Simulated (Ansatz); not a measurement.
Reaction (redistribution): `C[SiH2][SiH2]F` + `C[O][In]([OH])[SH]` → `C[SiH](C)[SiH2]F` + `[OH][In]([OH])[SH]`

Isolated molecules relaxed with PBE0-D4/def2-TZVP in Ansatz; ΔE leaves out vibrations. CBS: MP2 limit from def2 TZ/QZ plus the TZ coupled-cluster correction, frozen cores. Functionals use def2-TZVPP. B3LYP here is the variant with VWN-RPA as its local correlation; programs differ in this. def2 core potentials past Kr. For In outer-core shells are correlated without core-valence functions, which leaves a few kJ/mol of doubt a bond. One conformer a species, not always the lowest.

Problem. Is it downhill or uphill in electronic energy at CCSD(T)/CBS, and by how much? (Estimate.)

Solution. The calculation gave: Downhill: ΔE = -105.3 kJ/mol.

Problem. What do these levels give: PBE-D4, B3LYP-D4, ωB97M-V, PBE, r2SCAN, B3LYP, HF/def2-TZVPP, HF/def2-QZVPP, MP2/def2-QZVPP, SCS-MP2/def2-QZVPP, MP2/CBS(def2), CCSD/CBS(def2)? (An estimate is asked.)

Solution. Ansatz gave: PBE-D4 -102.4, B3LYP-D4 -98.8, ωB97M-V -105.5, PBE -100.3, r2SCAN -103.7, B3LYP -95.4, HF/def2-TZVPP -88.8, HF/def2-QZVPP -88.4, MP2/def2-QZVPP -111.8, SCS-MP2/def2-QZVPP -103.9, MP2/CBS(def2) -113.4, CCSD/CBS(def2) -104.4 kJ/mol.

Largest T1 diagnostic among the species: 0.016.

In def2-TZVPP, CCSD(T) changes the Hartree–Fock value by −13.0 kJ/mol (the triples alone add −0.8 kJ/mol) and MP2 by −21.1 kJ/mol. The D4 term adds −3.4 kJ/mol with B3LYP and −2.0 kJ/mol with PBE0; it sums over pairs of atoms, weighted by their polarisabilities, and B3LYP, whose exchange is more repulsive, gets the larger term.
